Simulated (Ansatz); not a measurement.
Sn29BH48⁺, a doped nanocrystal cut from the lattice of tin (B on an inner site). Charge 1, multiplicity 1. Geometry r2SCAN-D4/def2-SVP, that of the neutral doublet.

Cartesian coordinates in Å:
```
Sn -2.442 6.689 0.049
Sn -0.518 3.965 -3.015
Sn 2.892 4.670 -0.319
Sn 5.322 2.769 -3.976
Sn -4.704 2.570 -0.752
Sn -4.499 0.556 3.275
Sn 1.460 0.385 -2.031
Sn -2.399 -1.443 -0.467
Sn -0.699 2.232 1.532
Sn 1.735 -1.559 1.351
Sn 2.852 -2.623 -1.986
Sn 4.675 0.222 -0.088
Sn -6.051 -3.748 2.144
Sn -0.481 -5.553 -0.081
Sn -1.673 -3.547 3.667
Sn 4.136 -5.805 1.188
Sn -1.177 6.623 -2.435
Sn -4.828 5.235 0.094
Sn 4.454 5.048 -2.609
Sn 0.786 2.867 -0.766
Sn 6.248 0.690 -2.355
Sn -3.100 0.934 0.869
Sn -6.671 -1.193 3.084
Sn -0.988 -0.780 -2.802
B 2.728 -0.827 -0.541
Sn -0.671 -3.015 1.101
Sn 1.020 0.589 3.022
Sn 4.945 -4.223 -0.970
Sn -4.058 -5.002 3.641
Sn 1.663 -7.071 0.884
H -2.774 8.316 0.501
H -1.346 6.048 1.207
H -1.928 3.075 -3.425
H 0.573 3.851 -4.344
H 2.094 6.161 0.042
H 3.803 4.243 1.071
H 4.023 2.240 -4.969
H 6.574 3.299 -5.037
H -4.177 2.498 -2.388
H -6.310 1.942 -0.720
H -5.075 2.105 3.769
H -3.404 0.022 4.490
H 2.348 0.828 -3.451
H -3.849 -2.287 -0.878
H -1.017 3.710 2.368
H 2.802 -2.555 2.282
H 1.389 -3.537 -1.979
H 3.175 -2.241 -3.638
H 4.391 1.769 0.624
H 5.635 -0.646 1.054
H -5.549 -3.632 0.505
H -7.487 -4.697 2.168
H -0.402 -5.463 -1.796
H -1.917 -6.431 0.307
H -1.916 -2.085 4.540
H -0.477 -4.446 4.524
H 4.152 -4.847 2.611
H 5.345 -7.019 1.379
H -2.198 7.253 -3.669
H 0.266 7.556 -2.415
H -5.968 6.067 -0.895
H -5.450 5.260 1.699
H 3.487 6.005 -3.667
H 5.805 6.020 -2.165
H 7.869 1.074 -1.924
H 6.327 -0.727 -3.335
H -7.842 -0.470 2.051
H -7.394 -1.332 4.641
H -1.889 0.325 -3.768
H -0.729 -2.188 -3.757
H 2.385 1.524 3.502
H 0.227 0.061 4.456
H 6.248 -3.188 -0.546
H 5.480 -5.211 -2.275
H -4.631 -5.220 5.249
H -3.764 -6.567 2.992
H 1.233 -7.681 2.435
H 1.909 -8.437 -0.135
```

In the def2 sets Sn takes a core potential; there is no spin–orbit coupling. Single mean-field runs in def2-SVP are fitted with def2-universal-jkfit.

Q: Estimate the orbital energies around the gap (eV) in Ansatz with PBE-D4/def2-SVP, PBE0-D4/def2-SVP, BHLYP-D4/def2-SVP.

A: 
| orbital | PBE-D4/def2-SVP | PBE0-D4/def2-SVP | BHLYP-D4/def2-SVP |
| --- | --- | --- | --- |
| HOMO−5 | -8.28 | -9.16 | -9.85 |
| HOMO−4 | -8.17 | -9.03 | -9.76 |
| HOMO−3 | -8.12 | -8.98 | -9.71 |
| HOMO−2 | -7.97 | -8.77 | -9.42 |
| HOMO−1 | -7.85 | -8.66 | -9.35 |
| HOMO | -7.78 | -8.59 | -9.26 |
| LUMO | -7.67 | -7.60 | -7.17 |
| LUMO+1 | -5.01 | -4.41 | -3.66 |
| LUMO+2 | -4.84 | -4.19 | -3.43 |
| LUMO+3 | -4.63 | -4.06 | -3.29 |
| LUMO+4 | -4.49 | -3.89 | -3.13 |
| LUMO+5 | -4.39 | -3.76 | -2.98 |
